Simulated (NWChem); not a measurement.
System: C₂H₃FN₂Si; SMILES N#C/N=C\[SiH2]F

```xyz
9

N      0.9580     2.7009    -0.0008
C      0.0292     1.9915    -0.0004
N     -1.1103     1.2777    -0.0001
C     -1.0578    -0.0121     0.0004
Si     0.5133    -1.0967     0.0006
F     -0.0201    -2.6192    -0.0029
H     -2.0366    -0.5035     0.0006
H      1.2916    -0.8362     1.2323
H      1.2951    -0.8316    -1.2279
```
Atoms are numbered in this order, from 1.

Computed with NWChem. Pople sets run with spherical d functions. The geometry was optimised at B3LYP/6-31G* (spherical d). GIAO values for the isolated, static molecule; σ is the absolute isotropic shielding, δ = σ(reference) − σ with the isolated reference molecule computed at the same levels (13C: tetramethylsilane, 19F: trichlorofluoromethane, 1H: tetramethylsilane, 15N: ammonia, 29Si: tetramethylsilane).

For level B3LYP/6-311G**:

```yaml
"δ N3 (ppm)": 416.8
"δ C4 (ppm)": 218.8
"δ Si5 (ppm)": -22.2
"δ F6 (ppm)": -255.6
"δ H7 (ppm)": 9.56
```

Question: Estimate the same quantities for level KT2/pcSseg-1.

Answer: The δ N3 (ppm) is 382.4 and the δ C4 (ppm) is 204.0. The δ Si5 (ppm) is -16.4 and the δ F6 (ppm) is -277.9. The δ H7 (ppm) comes out as 9.16.
